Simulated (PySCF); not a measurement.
**In: excitation energy**

In [Kr] 4d10 5s2 5p1 (2P) → In [Kr] 4d10 5s1 5p2 (4P), as a difference of total energies. All numbers are calculated (PySCF 2.14, the spin-free X2C one-electron Hamiltonian (Gaussian nucleus), in ANO-RCC-VTZP). Correlated levels: valence and next inner shell: [Ar] 3d10 frozen. The calculations carry no spin-orbit coupling.

```json
{"method": "UHF", "excitation energy (eV)": "2.898"}
{"method": "MP2 (valence and next inner shell)", "excitation energy (eV)": "4.372"}
{"method": "SCS-MP2 (valence and next inner shell)", "excitation energy (eV)": "4.457"}
{"method": "CCSD (valence and next inner shell)", "excitation energy (eV)": "4.195"}
{"method": "CCSD(T) (valence and next inner shell)", "excitation energy (eV)": "4.305"}
```

Q: How much does correlation contribute at CCSD(T) (valence and next inner shell)?

A: 4.305 − (2.898) = 1.407 eV, measured against UHF.

Errors of the correlated levels include the incompleteness of this basis and the frozen core.

For comparison: 4.350 eV (measured; NIST levels, between the centres of gravity of the two terms).
